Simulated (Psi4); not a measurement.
HBe (SMILES [BeH+]), charge +1, singlet, at a GFN2-xTB geometry (such geometries of metal compounds can be far from the true shape). Base run: Psi4 with PBE/def2-SVP.

Psi4 was given this input:
```
memory 2 GB

molecule {
1 1
  Be   -0.00000000   -0.00000000   -0.27954705
  H     0.00000000    0.00000000    1.11818818
}

set basis def2-svp

energy('pbe')
print_variables()
```

The base run was repeated with changes; each row names its change, and settings that it needs were set with it.

```
change                                            ΔE vs base (mEh)  point group used  SCF cycles
------------------------------------------------  ----------------  ----------------  ----------
base                                                         0.000               c2v           7
symmetry = c2                                                0.000                c2           7
molecule keys = symmetry c1                                  0.000                c1           7
molecule keys = symmetry c1, no_reorient, no_com             0.000                c1           7
jitter_ang = 0.002                                          -0.101               c2v           7
symmetry = cs                                                0.000                cs           7
molecule keys = no_reorient                                  0.000               c2v           7
```
